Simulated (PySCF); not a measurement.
**How methods differ on the ionisation energy of V**

V [Ar] 3d3 4s2 (4F) → V⁺ [Ar] 3d4 (5D), as a difference of total energies. Computed with PySCF 2.14 in cc-pVTZ, with the non-relativistic Hamiltonian (point nucleus). Correlated levels: valence: [Ar] frozen. The calculations carry no spin-orbit coupling.

| method | ionisation energy (eV) |
| --- | --- |
| UHF | 5.911 |
| LDA | 6.195 |
| TPSS | 6.047 |
| MP2 (valence) | 6.267 |
| SCS-MP2 (valence) | 6.773 |

Q: How much does correlation contribute at MP2 (valence)?

A: 6.267 − (5.911) = 0.356 eV, measured against UHF.

These non-relativistic numbers lack the scalar-relativistic shift.

Errors of the correlated levels include the incompleteness of this basis and the frozen core.

For comparison: 6.732 eV (measured; NIST levels, between the centres of gravity of the two terms).
